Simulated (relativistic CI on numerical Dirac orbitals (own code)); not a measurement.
Nd3+: 4f valence photoemission

Computed with this model: Dirac-Coulomb-Breit CI, orbitals from a KLI potential per configuration, model QED (radiative potential, 1s self-energy scaled to tabulated hydrogen-like ionisation energies), valence Slater integrals scaled by 0.9, multiplet model of photoemission in the sudden approximation; configurations [Xe] 4f3 → [Xe] 4f2; 300 K; Lorentzian 0.21 eV and Gaussian 0.3 eV FWHM. Energies are those of the free ion, without screening or charge transfer. The energies are binding energies and can lie tens of eV above those of solids. S is read from ⟨S²⟩ = S(S + 1).

Computed curve for free ion, scaled to 100 at the maximum (points under 2 are left out and the grid is thinned):

```json
{"Energy (eV)": "37.6", "Intensity": "2.2"}
{"Energy (eV)": "37.7", "Intensity": "2.7"}
{"Energy (eV)": "37.8", "Intensity": "3.4"}
{"Energy (eV)": "37.9", "Intensity": "4.5"}
{"Energy (eV)": "38.0", "Intensity": "6.2"}
{"Energy (eV)": "38.1", "Intensity": "9.2"}
{"Energy (eV)": "38.2", "Intensity": "15.5"}
{"Energy (eV)": "38.3", "Intensity": "28.9"}
{"Energy (eV)": "38.4", "Intensity": "53.6"}
{"Energy (eV)": "38.5", "Intensity": "84.0"}
{"Energy (eV)": "38.6", "Intensity": "100.0"}
{"Energy (eV)": "38.7", "Intensity": "88.8"}
{"Energy (eV)": "38.8", "Intensity": "63.8"}
{"Energy (eV)": "38.9", "Intensity": "43.7"}
{"Energy (eV)": "39.0", "Intensity": "31.5"}
{"Energy (eV)": "39.1", "Intensity": "24.3"}
{"Energy (eV)": "39.2", "Intensity": "22.9"}
{"Energy (eV)": "39.3", "Intensity": "27.4"}
{"Energy (eV)": "39.4", "Intensity": "33.0"}
{"Energy (eV)": "39.5", "Intensity": "32.6"}
{"Energy (eV)": "39.6", "Intensity": "25.5"}
{"Energy (eV)": "39.7", "Intensity": "16.8"}
{"Energy (eV)": "39.8", "Intensity": "10.3"}
{"Energy (eV)": "39.9", "Intensity": "6.4"}
{"Energy (eV)": "40.0", "Intensity": "4.2"}
{"Energy (eV)": "40.1", "Intensity": "3.1"}
{"Energy (eV)": "40.2", "Intensity": "2.4"}
```

The ground state has S = 1.48, and the centroid lies at 38.83 eV.
